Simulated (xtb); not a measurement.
hexachlorodisilane (Cl₆Si₂), SMILES Cl[Si](Cl)(Cl)[Si](Cl)(Cl)Cl. All values are semi-empirical tight-binding results from xtb (GFN2-xTB unless named), good for trends rather than for accurate numbers. Coordinates come from a GFN2-xTB optimisation. Other conformers were not sampled.

* **point group as xtb finds it**: D3d
* **orbital gap**: 4.91 eV
* **dipole moment**: 0.00 D
* **zero-point energy**: 6.4 kcal/mol
* **G − E(el) at 298.15 K (modified RRHO)**: -18.8 kcal/mol
* **static polarisability (D4 model)**: 136.2 bohr³
* **solvation energy, GFN2-xTB/ALPB(water)**: -1.6 kcal/mol
* **solvation energy, GFN2-xTB/ALPB(dmso)**: -8.5 kcal/mol
